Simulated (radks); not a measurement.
Values are calculated unless marked as measured or tabulated.
Polarisability of the beryllium ion Be+, [He] 2s1, at imaginary frequency. Code: a radial shooting solver on a logarithmic mesh with Libxc functionals. Model: scalar-relativistic Kohn-Sham, exchange-only LDA, spin-polarised, spherical densities, finite nucleus; open shells are filled with parallel spins first; Fermi nuclear charge, rms radius 2.519 fm. Response by self-consistent Sternheimer equations with the Hartree and adiabatic exchange-only LDA kernel, the relativistic mass of each level held fixed and spin-orbit coupling left out.

| w (hartree) | alpha1(iw) (bohr^3) | alpha2(iw) (bohr^5) |
|---|---|---|
| 0.00266 | 21.36 | 63.88 |
| 0.0143 | 21.20 | 63.81 |
| 0.0360 | 20.34 | 63.43 |
| 0.0697 | 18.00 | 62.22 |
| 0.118 | 13.97 | 59.34 |
| 0.186 | 9.392 | 53.72 |
| 0.280 | 5.675 | 44.74 |
| 0.413 | 3.234 | 33.22 |
| 0.605 | 1.784 | 21.58 |
| 0.892 | 0.9542 | 12.24 |
| 1.35 | 0.4913 | 6.078 |
| 2.12 | 0.2410 | 2.626 |
| 3.59 | 0.1097 | 0.9518 |
| 6.94 | 0.04083 | 0.2630 |
| 17.5 | 0.008494 | 0.04254 |

Static values: alpha1 = 21.36 bohr^3 (3.166 angstrom^3; uncoupled 25.78), alpha2 = 63.88 bohr^5, alpha3 = 567.2 bohr^7. C6 = 56.96, C8 = 1244, triple-dipole C9 = 896.6 atomic units. One-pole (London) frequency 4 C6 / (3 alpha1^2) = 0.166 hartree, against 0.503 for minus the highest occupied eigenvalue.
